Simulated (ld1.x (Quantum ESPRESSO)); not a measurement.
## LDA (PZ) ultrasoft dataset for F (Z = 9), scalar-relativistic all-electron reference.

ld1.x (Quantum ESPRESSO) 7.5 was run on this input:

```
&input
   title='F', zed=9., rel=1, dft='PZ', iswitch=3,
   config='[He] 2s2 2p5',
   nld=2, rlderiv=1.65, eminld=-4.0, emaxld=5.0, deld=0.02
 /
 &inputp
   pseudotype=3, tm=.true., lloc=-2, rcloc=0.85,
   nlcc=.false.,
   which_augfun='PSQ', rmatch_augfun=0.40,
   file_pseudopw='F.UPF', file_wfcaegen='ae.wfc', file_wfcncgen='nc.wfc', file_beta='beta', file_chi='chi', file_wfcusgen='us.wfc'
 /
4
2S  1  0   2.00   0.00  0.55  0.75  0.0
2S  1  0   0.00   0.50  0.55  0.75  0.0
2P  2  1   5.00   0.00  1.20  1.50  0.0
2P  2  1   0.00   0.35  1.20  1.50  0.0
 &test
   configts(1)='2s2 2p5'
 /
```

Command:

```bash
ld1.x < F.in > F.out
```

Resulting log (shortened: banner, matrices, multipoles, cross overlaps and the repeated all-electron block are left out):

```
Program LD1 v.7.5
     --------------------------- All-electron run ----------------------------

     F
     scalar relativistic calculation

     atomic number is  9.00
     dft =PZ   lsd =0 sic =0 latt =0  beta=0.20 tr2=1.0E-14
     Exchange-correlation= PZ
                           (   1   1   0   0   0   0   0)
     mesh =1105 r(mesh) =  99.76081 a.u. xmin = -7.00 dx = 0.01250
     1 Ry =  13.60569312 eV, c = 137.03599908

     n l     nl                  e(Ry)          e(Ha)          e(eV)
     1 0     1S 1( 2.00)       -48.4330       -24.2165      -658.9649
     2 0     2S 1( 2.00)        -2.1790        -1.0895       -29.6468
     2 1     2P 1( 5.00)        -0.8301        -0.4151       -11.2946

     final scf error:  9.5E-15 reached in  41 iterations

     Etot =    -198.373517 Ry,     -99.186759 Ha,   -2699.009202 eV

     Ekin =     197.868509 Ry,      98.934254 Ha,    2692.138208 eV
     Encl =    -476.124195 Ry,    -238.062097 Ha,   -6477.999679 eV
     Eh   =      99.134699 Ry,      49.567349 Ha,    1348.796291 eV
     Exc  =     -19.252531 Ry,      -9.626265 Ha,    -261.944023 eV

     normalization and overlap integrals

     s(1S/1S) =  1.000000  <r> =   0.1772  <r2> =    0.0424  r(max) =   0.1154
     s(2S/2S) =  1.000000  <r> =   1.0100  <r2> =    1.2458  r(max) =   0.7713
     s(2P/2P) =  1.000000  <r> =   1.1046  <r2> =    1.6359  r(max) =   0.7066

     ------------------------ End of All-electron run ------------------------

     --------------------- Generating US pseudopotential ---------------------

      Generating local potential from pseudized AE potential:
      Matching radius rcloc =   0.8500
      Enforcing V''(0)=0 (lloc=-2)

      Local pseudo, rcloc= 0.842 Estimated cut-off energy=    43.14 Ry
      Wfc-us  2S rcutus= 0.743  Estimated cut-off energy=    79.91 Ry
      Wfc-us  2S rcutus= 0.743  Estimated cut-off energy=    84.64 Ry
      Wfc-us  2P rcutus= 1.496  Estimated cut-off energy=    35.51 Ry
      Wfc-us  2P rcutus= 1.496  Estimated cut-off energy=    51.18 Ry

     Q pseudized with Bessel functions
     Expected ecutrho=    1872.5738 due to l1=  0   l2=  1

     ------------------- End of pseudopotential generation -------------------

     Computing logarithmic derivative in   1.64303
     Computing logarithmic derivative in   1.64303
     Computing the partial wave expansion
     R is outside the sphere for l=    0 j= 0.00
     R is outside the sphere for l=    0 j= 0.00
     R is outside the sphere for l=    1 j= 0.00
     R is outside the sphere for l=    1 j= 0.00

     ---------------------- Testing the pseudopotential ----------------------

     F
     scalar relativistic calculation

     atomic number is  9.00   valence charge is  7.00
     dft =PZ   lsd =0 sic =0 latt =0  beta=0.20 tr2=1.0E-14
     mesh =1105 r(mesh) =  99.76081 xmin = -7.00 dx = 0.01250

     n l     nl             e AE (Ry)        e PS (Ry)    De AE-PS (Ry)
     1 0     2S   1( 2.00)       -2.17900       -2.17904        0.00005
     2 1     2P   1( 5.00)       -0.83014       -0.83014        0.00000

     eps = 5.2E-16  iter =  4

     Etot =    -198.373517 Ry,     -99.186759 Ha,   -2699.009202 eV
     Etotps =   -48.153644 Ry,     -24.076822 Ha,    -655.163704 eV

     Ekin =      17.038887 Ry,       8.519444 Ha,     231.825870 eV
     Encl =    -108.445609 Ry,     -54.222804 Ha,   -1475.477674 eV
     Ehrt =      42.370310 Ry,      21.185155 Ha,     576.477439 eV
     Ecxc =      -8.725634 Ry,      -4.362817 Ha,    -118.718293 eV
     Epseu=       9.608401 Ry,       4.804200 Ha,     130.728954 eV

     ---------------------- End of pseudopotential test ----------------------
```

Generation and configuration tests took about 2.8 s on one core of a shared server CPU.
